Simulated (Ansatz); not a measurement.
Geometry optimisation, RKS B3LYP-D4/6-31G (Ansatz 0.2.0).

Input:

```yaml
crystal:
  periodic: [false, false, false]
  atoms:
    - { symbol: O, position_ang: [-1.0453, 0.0181, -1.8314] }
    - { symbol: B, position_ang: [-0.2884, 0.5221, -0.7182] }
    - { symbol: O, position_ang: [1.1219, 0.2568, -0.7034] }
    - { symbol: Si, position_ang: [1.4223, -1.2293, 0.1392] }
    - { symbol: Al, position_ang: [-1.15, 1.7206, 0.7146] }
    - { symbol: F, position_ang: [-2.91901, 2.13822, 0.62311] }
    - { symbol: H, position_ang: [-1.4206, -0.8141, -1.5516] }
    - { symbol: H, position_ang: [0.6916, -2.3008, -0.586] }
    - { symbol: H, position_ang: [0.8231, -1.1149, 1.5545] }
    - { symbol: H, position_ang: [2.7816, -1.5671, 0.2393] }
    - { symbol: H, position_ang: [-0.28222, 2.34005, 1.91943] }
basis:
  gaussian: { orbitals: "6-31G" }
hamiltonian:
  xc: b3lyp
  dispersion: d4
relax:
  f_tol: 0.015
  max_steps: 40
output:
  orbitals: {}
```

Command:

```bash
$ ansatz run input.yaml --threads 1 --pin off --max-ram 2048MiB --backend cpu --events-out ev --progress --plain --runs-dir out
```

**Question.** Where does it end, and by what steps?

**Answer.** It did not converge within its limit. Limits of this set-up: no polarisation functions. After 39 steps the energy has fallen by 1.687 eV; H9 moved furthest, 1.72 Å.

| step | energy less start (eV) | largest force component (eV/Å) | accepted |
| --- | --- | --- | --- |
| 0 | 0.0000 | 2.323 | yes |
| 2 | -0.6823 | 1.751 | yes |
| 4 | -1.1130 | 0.936 | yes |
| 6 | -1.3415 | 2.088 | yes |
| 8 | -1.5317 | 0.650 | yes |
| 10 | -1.6192 | 0.311 | yes |
| 12 | -1.6428 | 0.141 | yes |
| 14 | -1.6478 | 0.183 | yes |
| 16 | -1.6526 | 0.101 | yes |
| 18 | -1.6546 | 0.075 | yes |
| 20 | -1.6561 | 0.049 | yes |
| 22 | -1.6585 | 0.077 | yes |
| 24 | -1.6399 | 0.492 | no |
| 26 | -1.6636 | 0.086 | yes |
| 28 | -1.6688 | 0.126 | yes |
| 30 | -1.6759 | 0.141 | yes |
| 32 | -1.6824 | 0.094 | yes |
| 34 | -1.6853 | 0.043 | yes |
| 36 | -1.6862 | 0.020 | yes |
| 38 | -1.6864 | 0.029 | yes |
| 39 | -1.6865 | 0.025 | yes |

```xyz
11
Properties=species:S:1:pos:R:3
O -0.659 -0.135 -1.479
B -0.432 0.361 -0.201
O 0.518 -0.276 0.552
Si 1.539 -1.659 0.181
Al -1.442 2.023 0.679
F -2.649 2.740 -0.329
H -1.328 0.288 -2.042
H 0.694 -2.870 -0.081
H 2.369 -1.865 1.406
H 2.415 -1.359 -0.997
H -1.291 2.722 2.111
```

Run time: 3.7 min on 1 thread of Arm Neoverse V1, with other jobs on the host, peak memory 0.2 GiB.
